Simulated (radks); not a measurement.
Excited configurations of the iodine ion I15+: one electron is placed in a higher orbital outside [Kr] 4d1. The ground configuration is [Kr] 4d2. Method: scalar-relativistic Kohn-Sham, PBEsol, spin-polarised, spherical densities, finite nucleus; open shells are filled with parallel spins first (spin-orbit coupling, left out, can overturn this in heavy ions); Fermi nuclear charge, rms radius 4.75 fm; computed with a radial shooting solver on a logarithmic mesh with Libxc functionals. Excitation = E - E(ground); binding = E(ion) - E, where the ion is the core of charge +16; n* = 16/sqrt(2 binding) in atomic units. These energies are relativistic, and a one-electron ion of charge +16 with no core already has n* below n in this formula (scalar-relativistic equation, point nucleus: 4f 3.999, 5p 4.996, 5d 4.998, 5f 4.999, 6s 5.994, 6p 5.996, 6d 5.998, 6f 5.999, 7s 6.994, 7p 6.996, 7d 6.998, 7f 6.999).

outer orbital  excitation (eV)  binding (eV)     n*  <r> (bohr)
4f                      91.946        272.82  3.573      0.8114
5p                      130.14        234.63  3.853       1.364
5d                      164.34        200.43  4.169       1.479
5f                      200.28        164.49  4.602       1.616
6s                      205.94        158.83  4.683       2.086
6p                      217.28        147.49  4.860       2.189
6d                      234.57        130.20  5.172       2.361
6f                      253.01        111.76  5.583       2.565
7s                      256.83        107.94  5.681       3.058
7p                      263.28        101.48  5.858       3.194
7d                      273.26        91.506  6.170       3.425
7f                      284.03        80.736  6.568       3.697

The Delta-SCF ionisation energy is 364.77 eV (NIST Atomic Spectra Database: 365 eV, theoretical). Self-interaction in the functional shifts the binding energies and quantum defects, so they are the method's values and not measured ones. Open shells are spherical and high-spin; term and fine-structure splittings are not resolved. Spin-orbit splitting is averaged out at the scalar-relativistic level.
